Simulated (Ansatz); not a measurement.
A run for Ansatz (a first-principles code): U-wB97X-V/def2-TZVPP on Pb, 2S+1 = 3, a spin state set in the input, which need not be the lowest. Elements past Kr take the def2 small-core potentials; no spin–orbit coupling.

Ansatz 0.2 input:
```yaml
crystal:
  periodic: [false, false, false]
  atoms:
    - {symbol: Pb, position_ang: [0.00000000, 0.00000000, 0.00000000]}
basis:
  gaussian:
    orbitals: def2-TZVPP
hamiltonian:
  xc: {name: wB97X-V}
magnetization: {spin_polarized: true, initial_magnetization: 2}
scf: {lower_state_search: full}
```

The head of its log:

```
Functional definition: wB97X-V
[...]
integrals: 0.02 GiB planned
402 factors; their error is unknown
integrals: 0.05 GiB planned
87 factors; integrals over basis functions are off by at most 2.6e-5 eV
mean field: 0.20 GiB planned
mean field evaluation 1: about -5246.2729 eV, gradient 2.9e0 eV
mean field evaluation 2: about -5246.3506 eV, gradient 8.6e-1 eV
```

Problem. What total energy does the run end on?

Solution. -192.8012 hartree.
